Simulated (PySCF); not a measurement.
Species: C₅H₇NO₂.
Geometry (PBE0-D3(BJ)/def2-SVP, Å), atoms numbered from 1 in this order:
```xyz
15
C5H7NO2 angstrom
C      2.0529    0.3946   -0.8154
O      1.6272   -0.1835    0.3845
C      0.4882   -0.9816    0.2557
C     -0.7670   -0.1901    0.0463
C     -1.9328   -0.5106   -0.7062
N     -2.8340    0.4346   -0.6421
O     -2.2961    1.4067    0.1414
C     -1.0812    1.0389    0.5492
H      1.2893    1.0631   -1.2556
H      2.9528    0.9862   -0.5984
H      2.3104   -0.3747   -1.5695
H      0.4137   -1.5624    1.1894
H      0.5999   -1.7142   -0.5692
H     -2.1403   -1.4061   -1.2930
H     -0.5432    1.7437    1.1797
```

Computed with PySCF at CAM-B3LYP/def2-SVPD, non-relativistic, on one gas-phase PBE0-D3(BJ)/def2-SVP geometry that isn't relaxed in the solvent. The solvent is an IEF-PCM continuum (van der Waals radii × 1.2), and excitations are vertical TDDFT with non-equilibrium linear response and a frozen core. Only the electrostatic response of the medium enters.

Gas-phase singlets (H = HOMO, L = LUMO):

| state | E (eV) | λ (nm) | f | leading configuration |
| --- | --- | --- | --- | --- |
| S1 | 6.328 | 196 | 0.083 | H→L 92% |
| S2 | 6.447 | 192 | 0.006 | H-3→L 57% |
| S3 | 7.059 | 176 | 0.005 | H-1→L 61% |
| S4 | 7.186 | 173 | 0.008 | H-2→L 56% |
| S5 | 7.412 | 167 | 0.016 | H→L+1 83% |

Q: Give the list for benzene (ε = 2.271), n² = 2.25.

A: 
| state | E (eV) | λ (nm) | f | leading configuration | change by rank (eV) |
| --- | --- | --- | --- | --- | --- |
| S1 | 6.228 | 199 | 0.120 | H→L 94% | -0.100 |
| S2 | 6.526 | 190 | 0.007 | H-3→L 52% | +0.079 |
| S3 | 7.031 | 176 | 0.008 | H-1→L 57% | -0.028 |
| S4 | 7.192 | 172 | 0.015 | H-2→L 60% | +0.006 |
| S5 | 7.452 | 166 | 0.025 | H→L+1 80% | +0.040 |

Q: How does the list change in dimethylsulfoxide (ε = 46.83)?

A: 
```csv
state,E (eV),λ (nm),f,leading configuration,change by rank (eV)
S1,6.207,200,0.122,H→L 94%,-0.121
S2,6.627,187,0.006,H-1→L 48%,+0.180
S3,7.028,176,0.009,H-1→L 42%,-0.031
S4,7.246,171,0.016,H-2→L 61%,+0.060
S5,7.504,165,0.025,H→L+1 70%,+0.092
```

Q: The ground-state energy changes by -0.322 eV from gas to dimethylsulfoxide. By how much does the total energy of gas-phase S1 change?

A: E(S1) = E(S0) + excitation energy, so it changes by -0.322 − 0.121 = -0.443 eV: it is lowered more than the ground state, which is what a red shift means. This is the vertical state, with the slow part of the continuum still set for S0.

Q: How do the frontier levels move from gas to dimethylsulfoxide?

A: 
| orbital | gas (eV) | solvent (eV) | change (eV) |
| --- | --- | --- | --- |
| LUMO+2 | 1.76 | 1.94 | +0.18 |
| LUMO+1 | 1.15 | 1.41 | +0.26 |
| LUMO | 0.44 | 0.49 | +0.05 |
| HOMO | -9.00 | -8.93 | +0.07 |
| HOMO-1 | -9.46 | -9.26 | +0.20 |
| HOMO-2 | -10.14 | -10.15 | -0.01 |
| HOMO-3 | -10.39 | -10.54 | -0.15 |

The HOMO–LUMO gap goes from 9.44 to 9.42 eV.

The run took about 70 s of CPU time (one thread, shared machine). This is the whole response run at CAM-B3LYP/def2-SVPD in dimethylsulfoxide, SCF included.
